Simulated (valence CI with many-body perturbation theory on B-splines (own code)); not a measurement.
# E1 transitions of Ar¹²⁺

Level of theory: relativistic CI+MBPT: four valence electrons over a frozen Dirac-Fock core [He], a basis of 11 s, 11 p, 10 d, 8 f, 5 g, 2 h functions for each j, with the one-electron correlation potential Σ1 (screened to all orders), the two-electron term Σ2, the three-electron term Σ3, Breit, model QED; selected single and double excitations, second order for the rest, scaled by the run's own slope (own B-spline code, finite nucleus).

No measured levels were compared; by estimate levels of excited configurations hold to 0.05 to 0.15 % of their energy, terms of the ground configuration to about 0.5 %. Among the levels kept, up to 890 cm⁻¹ of a level comes from second order outside the variational space, and about a tenth of that is noise between levels of different J, which matters for small intervals.

Lines 151 to 200 of 534 in falling wavelength, among levels below 37.299 Ry, chosen from the strongest by gf and those to the six lowest levels. Wavelengths and rates use the calculated energies, so an error of 300 cm⁻¹ moves a line at 34.32 nm by 0.1 % and its rate by three times that or more. Electric multipoles are in the length gauge, E1 and E2 with the static RPA response of the core. Weak lines are less certain than strong ones. Lines between different terms over intervals too small for the method are left out, as are lines whose strength nearly cancels. The highest levels of a list are the least certain.

Names give the largest LS component (configuration and term), which can be under half, so a name can repeat, a term be missing and a line seem to break the LS rules; names also repeat where a configuration has a term twice. Letters in brackets count levels of one name in rising energy.

```
λ vac (nm)                Upper                Lower   A (s⁻¹)  S (a.u.) with core polarisation  S without
     34.32         2p3 3s 3D°_2   2s 2p2 3s 3P_1 [b]  2.42e+09                         2.41e-01   2.42e-01
     33.79         2p3 3s 1D°_2       2s 2p2 3s 1P_1  1.63e+09                         1.55e-01   1.56e-01
     32.78         2p3 3s 3D°_1   2s 2p2 3s 3P_0 [b]  2.07e+09                         1.08e-01   1.08e-01
     30.63             2p4 3P_2         2s 2p3 3S°_1  3.60e+09                         2.55e-01   2.57e-01
     30.58             2p4 1D_2         2s 2p3 1P°_1  1.92e+09                         1.36e-01   1.36e-01
     29.51         2s 2p3 3D°_3         2s2 2p2 1D_2  5.40e+07                         4.79e-03   4.82e-03
     29.22             2p4 3P_1         2s 2p3 3S°_1  4.50e+09                         1.66e-01   1.67e-01
     27.41      2s 2p2 3p 1F°_3       2s2 2p 3p 1D_2  4.53e+09                         3.22e-01   3.23e-01
     27.19       2s 2p2 3d 1G_4      2s2 2p 3d 1F°_3  1.03e+09                         9.19e-02   9.26e-02
     27.17          2p3 3p 3D_3  2s 2p2 3p 3P°_2 [b]  1.38e+09                         9.58e-02   9.63e-02
     26.35         2p3 3s 3P°_1   2s 2p2 3s 3P_2 [b]  4.08e+09                         1.10e-01   1.11e-01
     26.14          2p3 3p 3D_1  2s 2p2 3p 3D°_1 [b]  4.17e+09                         1.10e-01   1.11e-01
     26.12         2p3 3s 3P°_2   2s 2p2 3s 3P_2 [b]  8.84e+09                         3.89e-01   3.91e-01
     26.07   2s 2p2 3d 3F_4 [b]      2s2 2p 3d 3D°_3  1.16e+09                         9.15e-02   9.21e-02
     25.91          2p3 3p 1P_1  2s 2p2 3p 1P°_1 [a]  4.35e+09                         1.12e-01   1.13e-01
     25.90         2p3 3s 3P°_0   2s 2p2 3s 3P_1 [b]  1.16e+10                         9.92e-02   9.97e-02
     25.86          2p3 3p 3D_2  2s 2p2 3p 3D°_2 [b]  4.64e+09                         1.98e-01   1.99e-01
     25.81         2p3 3s 3P°_1   2s 2p2 3s 3P_1 [b]  4.65e+09                         1.18e-01   1.19e-01
     25.80          2p3 3p 3D_3  2s 2p2 3p 3D°_3 [b]  4.91e+09                         2.91e-01   2.92e-01
     25.43   2s 2p2 3d 3D_3 [b]      2s2 2p 3d 3D°_3  1.93e+09                         1.09e-01   1.10e-01
     25.06       2s 2p2 3d 3G_5      2s2 2p 3d 3F°_4  1.36e+09                         1.16e-01   1.17e-01
     25.00             2p4 1D_2         2s 2p3 1D°_2  1.58e+10                         6.09e-01   6.12e-01
     24.96       2s 2p2 3s 3D_3      2s2 2p 3s 3P°_2  4.66e+09                         2.50e-01   2.51e-01
     24.94         2s 2p3 3D°_2         2s2 2p2 3P_2  3.33e+08                         1.27e-02   1.28e-02
     24.86         2s 2p3 3D°_3         2s2 2p2 3P_2  3.47e+09                         1.84e-01   1.85e-01
     24.69   2s 2p2 3d 3F_4 [b]      2s2 2p 3d 3F°_4  1.71e+09                         1.14e-01   1.15e-01
     24.64      2s 2p2 3p 3F°_4       2s2 2p 3p 3D_3  2.51e+09                         1.67e-01   1.68e-01
     24.49          2p3 3p 3D_3      2s 2p2 3p 3F°_3  1.57e+09                         7.97e-02   8.01e-02
     24.33       2s 2p2 3d 3G_4      2s2 2p 3d 3F°_3  1.39e+09                         8.86e-02   8.93e-02
     24.22         2s 2p3 3D°_2         2s2 2p2 3P_1  3.57e+09                         1.25e-01   1.26e-01
     24.19         2s 2p3 3D°_1         2s2 2p2 3P_1  1.19e+09                         2.49e-02   2.50e-02
     24.08         2p3 3s 1D°_2       2s 2p2 3s 1D_2  1.29e+10                         4.45e-01   4.47e-01
     23.92      2s 2p2 3p 3F°_3       2s2 2p 3p 3D_2  2.58e+09                         1.22e-01   1.22e-01
     23.92   2s 2p2 3d 3F_3 [b]      2s2 2p 3d 3F°_3  2.01e+09                         9.51e-02   9.55e-02
     23.88       2s 2p2 3s 3D_2      2s2 2p 3s 3P°_1  3.80e+09                         1.28e-01   1.28e-01
     23.71         2p3 3s 3P°_2       2s 2p2 3s 3S_1  3.41e+09                         1.12e-01   1.13e-01
     23.67  2s 2p2 3p 1D°_2 [a]       2s2 2p 3p 3D_1  3.15e+09                         1.03e-01   1.04e-01
     23.62         2s 2p3 3D°_1         2s2 2p2 3P_0  2.94e+09                         5.74e-02   5.77e-02
     23.62  2s 2p2 3p 3D°_3 [b]       2s2 2p 3p 3D_3  2.45e+09                         1.12e-01   1.12e-01
     23.35         2p3 3s 3D°_1       2s 2p2 3s 3D_1  4.77e+09                         9.00e-02   9.05e-02
     23.35         2p3 3s 3D°_2       2s 2p2 3s 3D_2  4.35e+09                         1.37e-01   1.37e-01
     23.29         2p3 3s 3D°_3       2s 2p2 3s 3D_3  6.86e+09                         2.99e-01   3.01e-01
     23.25      2s 2p2 3p 3F°_2       2s2 2p 3p 1P_1  3.80e+09                         1.18e-01   1.19e-01
     22.89  2s 2p2 3p 3D°_2 [b]       2s2 2p 3p 3D_2  2.84e+09                         8.41e-02   8.45e-02
     22.76          2p3 3p 5P_2      2s 2p2 3p 5S°_2  2.68e+09                         7.79e-02   7.82e-02
     22.60          2p3 3p 5P_3      2s 2p2 3p 5S°_2  1.91e+09                         7.61e-02   7.64e-02
     21.88   2s 2p2 3d 1D_2 [a]      2s2 2p 3d 1D°_2  2.99e+09                         7.72e-02   7.75e-02
     21.82             2p4 3P_2         2s 2p3 3P°_2  3.12e+09                         8.00e-02   8.05e-02
     21.74          2p3 3p 3P_2  2s 2p2 3p 3P°_2 [a]  3.68e+09                         9.33e-02   9.38e-02
     21.55             2p4 1S_0         2s 2p3 1P°_1  3.82e+10                         1.89e-01   1.90e-01
```
